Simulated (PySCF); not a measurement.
C₃H₇FOSi.
Geometry (GFN2-xTB, Å), atoms numbered from 1 in this order:
```xyz
13
C3H7FOSi angstrom
F      3.4785    0.5489    0.2805
C      2.1408    0.4441    0.2211
C      1.5513   -0.6216   -0.2830
C      0.0652   -0.7735   -0.3647
O     -0.5912    0.3384    0.1530
Si    -2.1818    0.6289    0.2795
H      1.6384    1.3097    0.6232
H      2.1341   -1.4461   -0.6654
H     -0.2332   -1.6777    0.1864
H     -0.2230   -0.9257   -1.4155
H     -2.8260    0.6212   -1.0376
H     -2.1185    1.9413    0.8974
H     -2.8388   -0.3874    1.1074
```

Lines to be assigned: C 1s: 290.58 (area 1), 292.55 (area 1), 292.79 (area 1) eV; O 1s: 538.34 eV; F 1s: 692.82 eV; Si 1s: 1847.30 eV; Si 2p3/2: 107.46 eV.

The calculation used delta-SCF UKS SCAN, pcX-2 on the ionised atom, pcseg-1 elsewhere, spin-free X2C (PySCF). The structure is a single GFN2-xTB conformer in the gas phase; no vibrational or solvent corrections.

(1) Which carbon gives which C 1s line?

Answers

(1) 290.58 eV: C3 (alkene CH carbon); 292.55 eV: C2 (vinylic C–F carbon); 292.79 eV: C4 (sp3 carbon bound to oxygen). Lowest listed C 1s: C3, bonded to C (double bond), C and H. Highest, 2.21 eV above it: C4, bonded to O, C and 2 H. The widest gap between neighbouring values is 1.97 eV, between 290.58 and 292.55 eV.

Bonded neighbours of each site: F1: C; C2: F, C (double bond) and H; C3: C (double bond), C and H; C4: O, C and 2 H; O5: C and Si; Si6: O and 3 H.

Problem. Which photon energy gives electrons from F 1s of F1 a kinetic energy of 200 eV, and what is their de Broglie wavelength?

Solution. hν = 692.82 + 200 = 892.82 eV, recoil neglected; λ = 12.264 Å/√(E/eV) = 0.87 Å.

The 2p values add to the ΔSCF energy of one spin-free hole a correction within the shell (spin–orbit coupling, ligand field). 2p1/2 minus 2p3/2 (ligand field included): Si 0.63 eV.
